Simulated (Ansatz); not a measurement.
Consider the homolysis of the C–O bond: `NCO[SiH2]N` → `[CH2]N`• + `N[SiH2][O]`•.

Program: Ansatz. Geometries: PBE0-D4/def2-TZVP. ΔE: electronic, gas phase. CCSD(T)/CBS is the MP2 limit (def2-TZVPP, def2-QZVPP) plus CCSD(T) − MP2 in def2-TZVPP, frozen cores. This one scheme is used for every species. DFT in def2-TZVPP. No spin–orbit coupling; open shells (•) take unrestricted orbitals. One conformer a species, not always the lowest.

`NCO[SiH2]N`:

Z-matrix (Å, degrees):
```
C
O 1 1.423
N 1 1.421 2 112.7
H 1 1.096 2 109.3 3 120.9
H 1 1.096 2 109.3 3 -120.9
Si 2 1.648 1 123.8 3 179.8
H 3 1.012 1 110.8 2 -59.8
H 3 1.012 1 110.8 2 59.8
N 6 1.702 2 112.6 1 -179.8
H 6 1.488 2 108.7 1 -60.1
H 6 1.488 2 108.8 1 60.5
H 9 1.007 6 120.7 2 -73.8
H 9 1.007 6 120.7 2 73.6
```

`[CH2]N`•:

Cartesian coordinates in Å:
```
C -0.413 0.024 -0.534
N 0.486 0.012 0.520
H -0.219 -0.658 -1.350
H -0.899 0.966 -0.751
H 0.218 0.556 1.325
H 0.827 -0.898 0.789
```

`N[SiH2][O]`•:

Cartesian coordinates in Å:
```
N 0.780 -0.154 0.724
Si -0.500 -0.006 -0.384
O -0.568 1.281 -1.427
H 1.639 -0.612 0.470
H 0.914 0.496 1.480
H -1.774 0.231 0.353
H -0.490 -1.236 -1.216
```

(1) What is ΔE at CCSD(T)/CBS? (An estimate is asked.)

(2) What do these levels give: r2SCAN-D4, r2SCANh-D4, BHLYP-D4, PBE-QIDH, revPBE, r2SCANh, LC-ωPBE, CCSD(T)/def2-SVP, HF/def2-TZVPP, SCS-MP2/def2-TZVPP, CCSD/def2-TZVPP, CCSD/CBS(def2)? (An estimate is asked.)

Largest T1 diagnostic among the species: 0.018.

## Answers

(1) The calculation gave: +413.9 kJ/mol.

(2) Ansatz gave: r2SCAN-D4 372.5, r2SCANh-D4 372.5, BHLYP-D4 369.3, PBE-QIDH 406.1, revPBE 351.6, r2SCANh 369.8, LC-ωPBE 388.7, CCSD(T)/def2-SVP 404.4, HF/def2-TZVPP 261.2, SCS-MP2/def2-TZVPP 428.2, CCSD/def2-TZVPP 392.0, CCSD/CBS(def2) 402.2 kJ/mol.

At CCSD(T), def2-SVP lies −9.6 kJ/mol from the extrapolated value and def2-TZVPP −10.2 kJ/mol. From PBE to PBE0 (25 % exact exchange), in def2-TZVPP and without D4, ΔE moves by +4.0 kJ/mol. In def2-TZVPP, CCSD(T) changes the Hartree–Fock value by +142.5 kJ/mol (the triples alone add +11.7 kJ/mol) and MP2 by +181.6 kJ/mol; breaking electron pairs costs correlation energy, which Hartree–Fock lacks.
